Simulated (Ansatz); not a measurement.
Mulliken charges of `[BH]1[NH][SbH][AlH]1` from PBE/def2-TZVPP in Ansatz (PBE0-D4/def2-TZVP geometry).

| atom | x (Å) | y (Å) | z (Å) | charge (e) |
| --- | --- | --- | --- | --- |
| B1 | -0.910 | 0.760 | -0.235 | -0.085 |
| N2 | 0.399 | 1.061 | 0.141 | -0.257 |
| Sb3 | 1.868 | -0.439 | 0.001 | 0.187 |
| Al4 | -0.591 | -1.299 | -0.685 | 0.180 |
| H5 | -1.781 | 1.586 | -0.212 | 0.006 |
| H6 | 0.667 | 1.990 | 0.447 | 0.151 |
| H7 | 1.626 | -1.006 | 1.609 | -0.093 |
| H8 | -1.185 | -2.710 | -1.123 | -0.089 |

Q: By hand: the dipole of these point charges (1 e Å = 4.8032 D).

A: Σ q r = (0.262, -0.008, -0.123) e Å, of length 0.290 e Å = 1.39 D.

Q: How does the dipole of the full density compare? (An estimate is asked.)

A: The calculation gave: (0.092, 0.031, -0.026) e Å, 0.48 D; the point charges give 2.90 times that, at 22° from its direction.

Point charges leave out the atoms' own dipoles, such as those of lone pairs, and Mulliken's split depends on the basis, so the two needn't agree.
